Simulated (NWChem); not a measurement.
Everything below was run with NWChem. System: CH7Si2, charge 0, spin multiplicity 2, at a geometry optimised with UPBE0/def2-SVP. The structure started from a generated list of species. Its SCF solution wasn't tested for a lower state. Level: UPBE0/def2-TZVP.

NWChem printed:

```
             Northwest Computational Chemistry Package (NWChem) 7.3.0
             --------------------------------------------------------

                                NWChem Input Module
                                -------------------

 Scaling coordinates for geometry "geometry" by  1.889725989
 (inverse scale =  0.529177249)

 Turning off AUTOSYM since
 SYMMETRY directive was detected!

                             Geometry "geometry" -> ""
                             -------------------------

 Output coordinates in angstroms (scale by  1.889725989 to convert to a.u.)

  No.       Tag          Charge          X              Y              Z
 ---- ---------------- ---------- -------------- -------------- --------------
    1 Si                  14.0000    -1.66699600    -0.12756800     0.13296100
    2 C                    6.0000     0.00000000     0.00000000    -0.67658400
    3 Si                  14.0000     1.66699600     0.12756800     0.13296100
    4 H                    1.0000    -2.55657800     0.98998100    -0.31846800
    5 H                    1.0000    -2.33619900    -1.41401500    -0.24451600
    6 H                    1.0000    -1.53739900    -0.07175700     1.61981700
    7 H                    1.0000     0.00000000     0.00000000    -1.77706800
    8 H                    1.0000     2.33619900     1.41401500    -0.24451600
    9 H                    1.0000     2.55657800    -0.98998100    -0.31846800
   10 H                    1.0000     1.53739900     0.07175700     1.61981700

 Effective nuclear repulsion energy (a.u.)     138.5517147590

            Nuclear Dipole moment (a.u.)
            ----------------------------
        X                 Y               Z
 ---------------- ---------------- ----------------
     0.0000000000     0.0000000000     0.0000037795

      Symmetry information
      --------------------

 Group name             C2
 Group number              4
 Group order               2
 No. of unique centers     6

      Symmetry unique atoms

     1    2    4    5    6    7


 Summary of "ao basis" -> "" (spherical)
 ------------------------------------------------------------------------------
       Tag                 Description            Shells   Functions and Types
 ---------------- ------------------------------  ------  ---------------------
 *                         def2-tzvp                  on all atoms

                                 NWChem DFT Module
                                 -----------------

 Summary of "ao basis" -> "ao basis" (spherical)
 ------------------------------------------------------------------------------
       Tag                 Description            Shells   Functions and Types
 ---------------- ------------------------------  ------  ---------------------
 Si                        def2-tzvp                13       37   5s5p2d1f
 C                         def2-tzvp                11       31   5s3p2d1f
 H                         def2-tzvp                 4        6   3s1p

 Summary of "ao basis" -> "ao basis" (spherical)
 ------------------------------------------------------------------------------
       Tag                 Description            Shells   Functions and Types
 ---------------- ------------------------------  ------  ---------------------
 Si                        def2-tzvp                13       37   5s5p2d1f
 C                         def2-tzvp                11       31   5s3p2d1f
 H                         def2-tzvp                 4        6   3s1p

      Symmetry analysis of basis
      --------------------------

        a          76
        b          71

            General Information
            -------------------
          SCF calculation type: DFT
          Wavefunction type:  spin polarized.
          No. of atoms     :    10
          No. of electrons :    41
           Alpha electrons :    21
            Beta electrons :    20
          Charge           :     0
          Spin multiplicity:     2
          Use of symmetry is: on ; symmetry adaption is: on
          Maximum number of iterations: 100
          AO basis - number of functions:   147
                     number of shells:    65
          Convergence on energy requested:  1.00D-06
[...]
    48     -0.135553   2 C  pz              120      0.124425   6 H  s
   144      0.124425  10 H  s               126      0.116121   7 H  s

 Vector   20  Occ=1.000000D+00  E=-3.288923D-01  Symmetry=b
              MO Center= -8.1D-14,  2.0D-14, -2.3D-01, r^2= 4.6D+00
   Bfn.  Coefficient  Atom+Function         Bfn.  Coefficient  Atom+Function
  ----- ------------  ---------------      ----- ------------  ---------------
    43      0.257081   2 C  px               15     -0.226571   1 Si px
    83     -0.226571   3 Si px               46      0.209354   2 C  px
   107      0.113012   4 H  s               137     -0.113012   9 H  s
   113      0.107112   5 H  s               131     -0.107112   8 H  s
    49      0.106154   2 C  px                6      0.094710   1 Si px

 Vector   21  Occ=0.000000D+00  E=-1.076427D-01  Symmetry=b
              MO Center=  5.6D-14,  1.6D-15, -4.9D-01, r^2= 2.8D+00
   Bfn.  Coefficient  Atom+Function         Bfn.  Coefficient  Atom+Function
  ----- ------------  ---------------      ----- ------------  ---------------
    44      0.316023   2 C  py               50      0.314339   2 C  py
    47      0.284679   2 C  py              114      0.178550   5 H  s
   132     -0.178550   8 H  s               108     -0.170946   4 H  s
   138      0.170946   9 H  s                19      0.112410   1 Si py
    87      0.112410   3 Si py               26      0.081238   1 Si d -2

 Vector   22  Occ=0.000000D+00  E= 1.504609D-02  Symmetry=a
              MO Center=  1.6D-13,  1.2D-14,  3.4D-02, r^2= 8.7D+00
   Bfn.  Coefficient  Atom+Function         Bfn.  Coefficient  Atom+Function
  ----- ------------  ---------------      ----- ------------  ---------------
    42      2.366070   2 C  s                18     -0.898547   1 Si px
    86      0.898547   3 Si px               20      0.610881   1 Si pz
    88      0.610881   3 Si pz              126     -0.520599   7 H  s
     5     -0.415151   1 Si s                73     -0.415151   3 Si s
   120     -0.378470   6 H  s               144     -0.378470  10 H  s

 Vector   23  Occ=0.000000D+00  E= 4.625890D-02  Symmetry=a
              MO Center=  1.0D-11,  1.7D-12, -1.5D-01, r^2= 7.8D+00
   Bfn.  Coefficient  Atom+Function         Bfn.  Coefficient  Atom+Function
  ----- ------------  ---------------      ----- ------------  ---------------
     5      0.904924   1 Si s                73      0.904924   3 Si s
   114     -0.821627   5 H  s               132     -0.821627   8 H  s
    20     -0.804470   1 Si pz               88     -0.804470   3 Si pz
   108     -0.807118   4 H  s               138     -0.807118   9 H  s
    42     -0.600959   2 C  s               120      0.419236   6 H  s

   alpha - beta orbital overlaps
   -----------------------------

   alpha      1      2      3      4      5      6      7      8      9     10
    beta      1      2      3      4      5     10     11      9      8      6
 overlap   1.000  1.000  1.000  1.000  1.000  0.997  0.994  0.996  0.995  0.993

   alpha     11     12     13     14     15     16     17     18     19     20
    beta      7     12     13     14     15     16     17     18     19     20
 overlap   0.992  0.996  1.000  0.997  0.997  0.972  0.987  1.000  0.997  0.987

   alpha     21     22     23     24     25     26     27     28     29     30
    beta     21     22     25     23     24     26     27     28     30     29
 overlap   0.956  0.998  0.890  0.998  0.907  0.995  0.998  0.994  0.993  0.999

   alpha     31     32     33     34     35     36     37     38     39     40
    beta     31     32     33     34     35     36     37     38     41     40
 overlap   0.999  0.993  1.000  0.987  0.987  0.995  0.996  0.997  0.928  0.989

   alpha     41     42     43     44     45     46     47     48     49     50
    beta     39     44     42     43     45     46     47     48     49     50
 overlap   0.987  0.852  0.990  0.897  0.957  1.000  0.994  1.000  0.992  1.000

   alpha     51     52     53     54     55     56     57     58     59     60
    beta     51     52     53     54     55     56     57     58     59     60
 overlap   0.989  1.000  0.999  0.998  0.996  0.999  0.999  0.998  0.999  0.998

   alpha     61     62     63     64     65     66     67     68     69     70
    beta     61     62     63     64     65     66     67     68     69     70
 overlap   0.998  1.000  1.000  1.000  1.000  0.992  0.999  0.997  0.994  0.998

   alpha     71     72     73     74     75     76     77     78     79     80
    beta     71     72     73     74     75     76     77     79     78     80
 overlap   0.830  0.827  0.986  0.986  1.000  0.995  0.988  0.996  1.000  0.987

   alpha     81     82     83     84     85     86     87     88     89     90
    beta     81     82     83     84     85     86     87     88     89     90
 overlap   0.985  1.000  0.996  0.982  0.996  1.000  0.997  0.999  1.000  1.000

   alpha     91     92     93     94     95     96     97     98     99    100
    beta     91     92     94     93     95     96     97     98     99    100
 overlap   0.998  0.999  0.999  0.997  0.989  0.999  0.991  0.998  0.997  0.999

   alpha    101    102    103    104    105    106    107    108    109    110
    beta    101    102    103    104    105    106    107    109    108    110
 overlap   1.000  0.999  0.999  1.000  0.998  0.999  0.999  0.971  0.973  1.000

   alpha    111    112    113    114    115    116    117    118    119    120
    beta    111    113    112    114    115    116    117    118    119    120
 overlap   0.998  0.998  0.999  1.000  0.993  0.997  0.998  0.997  0.994  0.999

   alpha    121    122    123    124    125    126    127    128    129    130
    beta    121    122    123    124    125    126    127    128    129    131
 overlap   1.000  0.997  1.000  0.998  0.999  1.000  0.998  0.999  0.997  0.874

   alpha    131    132    133    134    135    136    137    138    139    140
    beta    130    132    134    133    135    136    137    138    139    140
 overlap   0.895  0.977  1.000  1.000  0.999  0.980  0.982  1.000  1.000  1.000

   alpha    141    142    143    144    145    146    147
    beta    141    142    143    144    145    146    147
 overlap   1.000  1.000  1.000  1.000  1.000  1.000  1.000

     --------------------------
     Expectation value of S2:
     --------------------------
      <S2> =      0.7550 (Exact =     0.7500)

 center of mass
 --------------
 x =   0.00000000 y =   0.00000000 z =  -0.00856816

 moments of inertia (a.u.)
 ------------------
          79.290903891218         -48.845927331104           0.000000000000
         -48.845927331104         713.161818676133          -0.000000000000
           0.000000000000          -0.000000000000         683.341439646677

     Multipole analysis of the density
     ---------------------------------

     L   x y z        total         alpha         beta         nuclear
     -   - - -        -----         -----         ----         -------
     0   0 0 0      0.000000    -21.000000    -20.000000     41.000000

     1   1 0 0     -0.000000     -0.000000     -0.000000      0.000000
     1   0 1 0      0.000000      0.000000      0.000000      0.000000
     1   0 0 1     -0.231930      0.452828     -0.684762      0.000004

     2   2 0 0    -28.634041   -206.288213   -202.748253    380.402425
     2   1 1 0     -0.036629    -13.868243    -13.736651     27.568265
     2   1 0 1     -0.000000      0.000000     -0.000000      0.000000
     2   0 2 0    -28.146959    -27.013879    -24.077027     22.943947
     2   0 1 1     -0.000000     -0.000000     -0.000000      0.000000
     2   0 0 2    -26.786604    -35.704099    -33.826723     42.744218

 Task  times  cpu:       11.5s     wall:       11.5s

 Total times  cpu:       11.5s     wall:       11.5s
```

Question: Write an NWChem input that would produce this output.

Answer: Several could match; the one computed here: 
```
start mol
memory heap 200 mb stack 900 mb global 1100 mb
geometry units angstroms nocenter noautoz
  Si    -1.666996    -0.127568     0.132961
  C      0.000000     0.000000    -0.676584
  Si     1.666996     0.127568     0.132961
  H     -2.556578     0.989981    -0.318468
  H     -2.336199    -1.414015    -0.244516
  H     -1.537399    -0.071757     1.619817
  H      0.000000     0.000000    -1.777068
  H      2.336199     1.414015    -0.244516
  H      2.556578    -0.989981    -0.318468
  H      1.537399     0.071757     1.619817
  symmetry group C2
end
basis spherical
  * library def2-tzvp
end
dft
  xc pbe0
  odft
  mult 2
  semidirect memsize 60000000 filesize 0
  iterations 100
end
task dft energy
```
